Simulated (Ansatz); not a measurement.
## A barrier at the coupled-cluster level

Start structure (SiNH$_{6}$OF, singlet), relaxed at PBE0-D4/def2-TZVP:

```tsv
atom	x (Å)	y (Å)	z (Å)
Si1	-0.2560	-0.0607	0.4801
F2	1.2409	-0.3188	-0.0778
H3	-1.1567	-0.7390	-0.4741
H4	-0.4102	1.4031	0.5742
N5	-0.5200	-0.7252	2.0182
H6	1.1916	0.7168	-1.9404
O7	0.5088	1.1629	-2.4508
H8	-0.6754	-1.7094	2.1584
H9	-0.1951	-0.2734	2.8565
H10	0.2718	0.5436	-3.1445
```

The step: SiNH₄F ([NH2][SiH2][F]) + H₂O → SiNH₅O ([NH2][SiH2][OH]) + HF; bonds formed: Si1–O7, F2–H6; bonds broken: Si1–F2, H6–O7. Ansatz 0.2.0; basis: def2-TZVPP and def2-QZVPP; cores frozen in the correlated methods. Extrapolation: Hartree–Fock as exp(−7.88 √X), correlation as X^−2.97. Energies below are by CCSD(T) at an estimated basis limit (MP2 extrapolated from triple and quadruple zeta, plus CCSD(T) − MP2 in triple zeta).

**Question.** What are the electronic barrier and the energy of the step, from the start structure to the end structure? (To be estimated.)

**Answer.** The calculation gives: Barrier 121.7 kJ/mol; step energy 26.3 kJ/mol (uphill); reverse barrier, their difference, 95.4 kJ/mol. Barrier and step energy count from the start structure, the reverse barrier from the end structure.

The saddle point: One imaginary mode of 544i cm⁻¹.
```csv
pair,start (Å),saddle (Å),end (Å)
Si1–O7,3.27,1.83,1.68
F2–H6,2.13,1.26,0.94
Si1–F2,1.62,1.99,3.49
H6–O7,0.96,1.11,1.67
```

Zero-point energy (harmonic, PBE0-D4): ZPE is 183.1 kJ/mol at the start and 182.8 kJ/mol at the saddle, so the barrier goes from 121.7 to 121.4 kJ/mol.

T1 diagnostic: at most 0.012.

The step is the kind of ligand exchange by which a precursor binds to a hydroxyl group, or is hydrolysed, in atomic layer deposition of oxides.

Labels in which every atom is bracketed show which atoms are joined, not bond orders.

For scale, one of the runs: CCSD(T)/def2-TZVPP, 219 basis functions, launched by `ansatz run in.yaml --threads 4 --pin off --events-out ev --progress --plain --max-ram 9574MiB`. The run took 2.3 min on 4 CPU threads of an AMD EPYC (shared host), with 3.5 GiB of host memory at its peak.
